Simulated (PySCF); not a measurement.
Correlation energy of Hf(2+) (hafnium, charge +2)

[Xe] 4f14 5d2, high-spin 3F determinant. Computed with PySCF 2.14 in def2-QZVPPD with the def2 core potential (60 electrons) (7s6p4d3f2g, 84 functions), with scalar relativity through the core potential. Frozen: 5s2 5p6; 2 electrons correlated.

With two correlated electrons CCSD is exact within the correlated space (frozen core and kept virtual orbitals).

```tsv
level	correlation energy (mhartree)
CCSD	-4.66
```

Diagnostics: T1 = 0.0013, D1 = 0.0018, largest double amplitude 0.014.

Spin-orbit coupling, absent here, splits the open shell strongly.

Cost of the coupled-cluster step: roughly 7 core-seconds, for 2 correlated electrons.

Iterations:

```
CC2 = 0
CCSD nocc = (np.int64(2), np.int64(0)), nmo = (80, 80)
frozen orbitals [[0, 1, 2, 3], [0, 1, 2, 3]]
max_cycle = 100
direct = 0
conv_tol = 1e-08
conv_tol_normt = 1e-06
diis_space = 8
diis_start_cycle = 0
Init t2, MP2 energy = -0.00355315708847017
Init E_corr(UCCSD) = -0.00355315708850076
cycle = 1  E_corr(UCCSD) = -0.00436902798158356  dE = -0.000815870893  norm(t1,t2) = 0.00968279
cycle = 2  E_corr(UCCSD) = -0.0045774674612249  dE = -0.00020843948  norm(t1,t2) = 0.00292526
cycle = 3  E_corr(UCCSD) = -0.00466229414951446  dE = -8.48266883e-05  norm(t1,t2) = 0.000973896
cycle = 4  E_corr(UCCSD) = -0.00465999479433697  dE = 2.29935518e-06  norm(t1,t2) = 0.000100994
cycle = 5  E_corr(UCCSD) = -0.0046600901710469  dE = -9.53767099e-08  norm(t1,t2) = 6.24984e-06
cycle = 6  E_corr(UCCSD) = -0.00466008813252424  dE = 2.03852266e-09  norm(t1,t2) = 9.59673e-07
UCCSD converged
E(UCCSD) = -46.68244391895995  E_corr = -0.004660088132524239
```
